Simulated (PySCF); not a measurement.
Broadened absorption spectrum of C5H5F3

C5H5F3.
SMILES with atom numbers: `[F:1][C:2]([F:3])([F:4])[C@:5]12[CH2:6][C@H:7]1[CH2:8]2` (hydrogens: H9, H10 on C6; H11 on C7; H12, H13 on C8)

Method: TDDFT CAM-B3LYP/def2-SVPD, vertical, gas phase, core orbitals frozen in the response (PySCF). Isolated species at its PBE0-D3(BJ)/def2-SVP geometry, gas phase. Torsions of this conformer, `[F:1][C:2]([F:3])([F:4])[C@:5]12[CH2:6][C@H:7]1[CH2:8]2`: F1–C2–C5–C6 20°.

Computed states:

```json
{"state": "S1", "E (eV)": "7.71", "f": "0.015"}
{"state": "S2", "E (eV)": "8.03", "f": "0.069"}
{"state": "S3", "E (eV)": "8.25", "f": "0.0021"}
{"state": "S4", "E (eV)": "8.38", "f": "0.121"}
{"state": "S5", "E (eV)": "8.67", "f": "0.020"}
{"state": "S6", "E (eV)": "9.33", "f": "0.0002"}
```

Each state is given a Gaussian of 0.5 eV full width at half maximum, with ε(max) = 2.175×10⁸ f / Δν̃ (Δν̃ the width in cm⁻¹). The cross-section is σ = 3.8235×10⁻²¹ ε cm², given in Mb (10⁻¹⁸ cm²). The width is an assumption, not a result. The curve ends short of the highest state used, and states not computed would add to its high-energy end.

Q: Give the broadened spectrum and its maxima.

A: 
```tsv
λ (nm)	σ (Mb)
142.0	10.35
143.3	15.27
144.5	20.28
145.8	25.36
147.0	28.88
148.3	30.81
149.5	30.82
150.7	29.53
152.0	27.25
153.2	24.77
154.5	21.90
155.7	19.14
157.0	16.10
158.2	13.34
159.4	10.76
160.7	8.28
161.9	6.34
163.2	4.63
164.4	3.37
165.7	2.31
166.9	1.57
168.1	1.03
169.4	0.63
170.6	0.38
171.9	0.21
173.1	0.12
174.4	0.06
175.6	0.03
176.9	0.01
178.1	0.01
```

Maxima: 149 nm (8.33 eV), ε about 8100, made up of S2 (17%) and S4 (78%) (ε in L mol⁻¹ cm⁻¹; maxima over ε = 5, shares over 10%).

Q: What would ε be at 8.33 eV, the highest of these maxima, with half the width (0.25 eV)?

A: About 12100 L mol⁻¹ cm⁻¹ against 8110, a factor of about 1.5; a lone state at its own centre would give exactly 2.

Q: Coming from long wavelengths, where does ε first pass 100 L mol⁻¹ cm⁻¹?

A: At about 171 nm (7.27 eV), 0.44 eV below S1.

Cost: about 90 s of CPU time on one thread; the machine was shared, so the figure is rough.
